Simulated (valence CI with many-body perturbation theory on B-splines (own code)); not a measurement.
## Er⁵⁵⁺: calculated level list

Computed by relativistic CI+MBPT: three valence electrons over a frozen Dirac-Fock core [Ne], a basis of 11 s, 11 p, 10 d, 8 f, 5 g, 2 h functions for each j, with the one-electron correlation potential Σ1, the two-electron term Σ2, the three-electron term Σ3, Breit, model QED; selected CI, second order for the rest, scaled by the run's own slope (own B-spline code, finite nucleus).

No measured spectrum was set against this ion. As an estimate, large intervals hold to a few tenths of a per cent, small ones and those within an open d or f shell to about a per cent.

Levels 46 to 90 of 157, with energies above the lowest level, (3s^2 3p1/2) J=1/2. "Leading %" is the weight of the configuration and term that name the level; weights of strongly mixed levels are sums over their largest components and can fall short, so below about 35 % the name and the second component can differ from the true leading terms, or belong to a minority configuration. In the jj column 3d3/2^4 stands for four electrons in 3d with j = 3/2.

```tsv
No.	Configuration	Term	J	E (eV)	Leading %	g	Second component	Leading jj
46	3p²3d	²D	3/2	988.0	37	1.106	24 % 3p²3d ²P	3p1/2 3p3/2 3d3/2 (86 %)
47	3p²3d	²D	5/2	989.1	29	1.155	22 % 3p²3d ⁴F	3p1/2 3p3/2 3d3/2 (84 %)
48	3p²3d	⁴P	1/2	992.3	33	1.690	31 % 3p²3d ²P	3p1/2 3p3/2 3d3/2 (87 %)
49	3p²3d	⁴D	7/2	1014.9	47	1.296	34 % 3p²3d ⁴F	3p1/2 3p3/2 3d5/2 (98 %)
50	3s3d²	⁴F	3/2	1016.2	77	0.530	13 % 3s3d² ²D	3s 3d3/2^2 (85 %)
51	3p²3d	²G	9/2	1022.5	58	1.177	34 % 3p²3d ⁴F	3p1/2 3p3/2 3d5/2 (93 %)
52	3p²3d	²P	3/2	1025.5	49	1.338	22 % 3p²3d ⁴P	3p1/2 3p3/2 3d5/2 (93 %)
53	3s3d²	⁴F	5/2	1025.7	34	1.085	20 % 3s3d² ²D	3s 3d3/2^2 (50 %)
54	3p²3d	²D	5/2	1031.3	31	1.111	22 % 3p²3d ⁴D	3p1/2 3p3/2 3d5/2 (56 %)
55	3p²3d	²F	7/2	1040.6	50	1.111	18 % 3p²3d ⁴F	3p1/2 3p3/2 3d5/2 (80 %)
56	3p²3d	⁴P	5/2	1043.3	36	1.231	25 % 3p²3d ²F	3p1/2 3p3/2 3d5/2 (90 %)
57	3s3d²	⁴P	1/2	1044.9	66	2.317	22 % 3s3d² ²S	3s 3d3/2^2 (79 %)
58	3p³	²P°	3/2	1050.2	50	1.284	28 % 3p³ ²D°	3p3/2^3 (96 %)
59	3p²3d	²P	1/2	1052.6	43	1.243	36 % 3p²3d ²S	3p1/2 3p3/2 3d5/2 (85 %)
60	3p²3d	²D	3/2	1055.2	60	0.928	12 % 3p²3d ⁴D	3p1/2 3p3/2 3d5/2 (92 %)
61	3s3d²	⁴F	7/2	1069.6	87	1.208		3s 3d3/2 3d5/2 (85 %)
62	3s3d²	⁴F	5/2	1073.8	37	1.212	30 % 3s3d² ⁴P	3s 3d3/2 3d5/2 (92 %)
63	3s3d²	⁴P	3/2	1078.6	86	1.575	9 % 3s3d² ²D	3s 3d3/2 3d5/2 (98 %)
64	3s3d²	²G	9/2	1084.1	48	1.210	46 % 3s3d² ⁴F	3s 3d3/2 3d5/2 (85 %)
65	3s3d²	²F	5/2	1092.2	51	1.118	31 % 3s3d² ⁴P	3s 3d3/2 3d5/2 (83 %)
66	3s3d²	²G	7/2	1092.4	74	0.952	20 % 3s3d² ²F	3s 3d3/2 3d5/2 (94 %)
67	3s3d²	²D	3/2	1095.6	41	1.053	29 % 3s3d² ²P	3s 3d3/2 3d5/2 (81 %)
68	3s3d²	²P	1/2	1105.1	58	1.172	19 % 3s3d² ⁴P	3s 3d3/2 3d5/2 (76 %)
69	3s3d²	⁴F	9/2	1127.3	54	1.224	44 % 3s3d² ²G	3s 3d5/2^2 (91 %)
70	3s3d²	²D	5/2	1139.6	52	1.300	35 % 3s3d² ⁴P	3s 3d5/2^2 (95 %)
71	3p3d²	⁴G°	5/2	1143.2	55	0.728	35 % 3p3d² ²F°	3p1/2 3d3/2^2 (99 %)
72	3s3d²	²F	7/2	1146.3	62	1.104	20 % 3s3d² ²G	3s 3d5/2^2 (87 %)
73	3s3d²	²P	3/2	1152.6	55	1.140	31 % 3s3d² ²D	3s 3d5/2^2 (86 %)
74	3s3d²	²S	1/2	1169.2	68	1.817	14 % 3s3d² ²P	3s 3d5/2^2 (91 %)
75	3p3d²	²D°	3/2	1180.7	39	0.743	39 % 3p3d² ⁴F°	3p1/2 3d3/2^2 (97 %)
76	3p3d²	⁴D°	1/2	1180.9	42	0.647	40 % 3p3d² ²P°	3p1/2 3d3/2^2 (98 %)
77	3p3d²	⁴G°	7/2	1206.1	60	1.007	13 % 3p3d² ²G°	3p1/2 3d3/2 3d5/2 (99 %)
78	3p3d²	²D°	5/2	1209.8	25	1.058	22 % 3p3d² ⁴F°	3p1/2 3d3/2 3d5/2 (99 %)
79	3p3d²	⁴D°	3/2	1216.3	42	1.161	23 % 3p3d² ²D°	3p1/2 3d3/2 3d5/2 (98 %)
80	3p3d²	⁴P°	1/2	1218.6	49	1.761	28 % 3p3d² ⁴D°	3p1/2 3d3/2 3d5/2 (100 %)
81	3p3d²	²H°	9/2	1220.8	49	1.024	32 % 3p3d² ²G°	3p1/2 3d3/2 3d5/2 (98 %)
82	3p²3d	²D	3/2	1222.1	37	1.119	23 % 3p²3d ⁴P	3p3/2^2 3d3/2 (97 %)
83	3p²3d	⁴D	5/2	1228.7	25	1.178	25 % 3p²3d ²D	3p3/2^2 3d3/2 (92 %)
84	3p²3d	⁴P	1/2	1231.7	42	1.532	32 % 3p²3d ²P	3p3/2^2 3d3/2 (94 %)
85	3p²3d	²F	7/2	1233.6	49	1.094	26 % 3p²3d ²G	3p3/2^2 3d3/2 (96 %)
86	3p3d²	⁴D°	5/2	1240.0	29	1.139	25 % 3p3d² ²D°	3p1/2 3d3/2 3d5/2 (98 %)
87	3p3d²	²F°	7/2	1244.6	42	1.129	27 % 3p3d² ²G°	3p1/2 3d3/2 3d5/2 (95 %)
88	3p3d²	²P°	3/2	1249.4	30	1.350	27 % 3p3d² ⁴D°	3p1/2 3d3/2 3d5/2 (97 %)
89	3p²3d	²D	3/2	1250.0	67	0.881	11 % 3p²3d ²P	3p3/2^2 3d3/2 (95 %)
90	3p²3d	⁴F	9/2	1265.9	60	1.235	39 % 3p²3d ²G	3p3/2^2 3d5/2 (99 %)
```
